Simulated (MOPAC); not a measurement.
MOPAC input (PM7):

```
PM7 1SCF CHARGE=1 GEO-OK AUX(PRECISION=9) THREADS=1
HO2S

S    -0.21893700 1   -0.10620700 1    0.36855500 1
O     0.23046500 1    1.25696300 1   -0.16615700 1
O     0.11739000 1   -1.21182700 1   -0.44335900 1
H     0.72014700 1    1.33822300 1   -1.02075400 1
```

From the output:

```
                                                       MOPAC v23.2.5 Linux

          FINAL HEAT OF FORMATION =        119.50538 KCAL/MOL =     500.01051 KJ/MOL

          COSMO AREA              =         78.32 SQUARE ANGSTROMS
          COSMO VOLUME            =         60.70 CUBIC ANGSTROMS

          IONIZATION POTENTIAL    =         17.350801 EV
          HOMO LUMO ENERGIES (EV) =        -17.351 -7.530
          NO. OF FILLED LEVELS    =          9
          MOLECULAR WEIGHT        =         65.0667         POINT GROUP:  Cs

          MOLECULAR DIMENSIONS (Angstroms)

            Atom       Atom       Distance
            H     4    O     3     2.68318
            S     1    H     4     1.16358
            O     3    O     2     0.00000

          SCF CALCULATIONS        =          1

   ATOM   CHEMICAL          X               Y               Z
  NUMBER   SYMBOL      (ANGSTROMS)     (ANGSTROMS)     (ANGSTROMS)

     1       S         -0.21893700  *  -0.10620700  *   0.36855500  *
     2       O          0.23046500  *   1.25696300  *  -0.16615700  *
     3       O          0.11739000  *  -1.21182700  *  -0.44335900  *
     4       H          0.72014700  *   1.33822300  *  -1.02075400  *

                             CARTESIAN COORDINATES

   1    S       -0.218937000    -0.106207000     0.368555000
   2    O        0.230465000     1.256963000    -0.166157000
   3    O        0.117390000    -1.211827000    -0.443359000
   4    H        0.720147000     1.338223000    -1.020754000

           Empirical Formula: H O2 S  =     4 atoms

      MOLECULAR POINT GROUP   :   Cs

                  EIGENVALUES
 -37.97933 -36.32886 -27.69472 -23.84572 -21.65475 -21.57061 -19.61141 -19.41307
 -17.35080  -7.52966  -6.13151  -5.79460  -3.50509  -3.48231  -3.28068  -3.26152
  -1.65583  -0.90270

              NET ATOMIC CHARGES AND DIPOLE CONTRIBUTIONS

  ATOM NO.   TYPE          CHARGE      No. of ELECS.   s-Pop       p-Pop       d-Pop
    1          S           1.752344        4.2477     1.82965     2.00277     0.41523
    2          O          -0.674083        6.6741     1.81600     4.85808
    3          O          -0.519342        6.5193     1.88710     4.63224
    4          H           0.441081        0.5589     0.55892
 DIPOLE           X         Y         Z       TOTAL
 POINT-CHG.    -1.302     0.993     2.507     2.995
 HYBRID         0.690     0.308    -1.167     1.390
 SUM           -0.612     1.301     1.340     1.966

          ATOMIC ORBITAL ELECTRON POPULATIONS

     Atom    s        px        py        pz      x^2-y^2     xz        z^2       yz        xy
    1  S   1.82965   0.63495   0.59193   0.77589   0.15598   0.01653   0.06172   0.10085   0.08016
    2  O   1.81600   1.72295   1.57459   1.56054
    3  O   1.88710   1.56630   1.47008   1.59586
    4  H   0.55892

 **********************
 *                    *
 * JOB ENDED NORMALLY *
 *                    *
 **********************

 == MOPAC DONE ==
```

The dipole moment of an ion depends on the origin.

The geometry given is a B3LYP-D3(BJ)/def2-TZVP minimum.
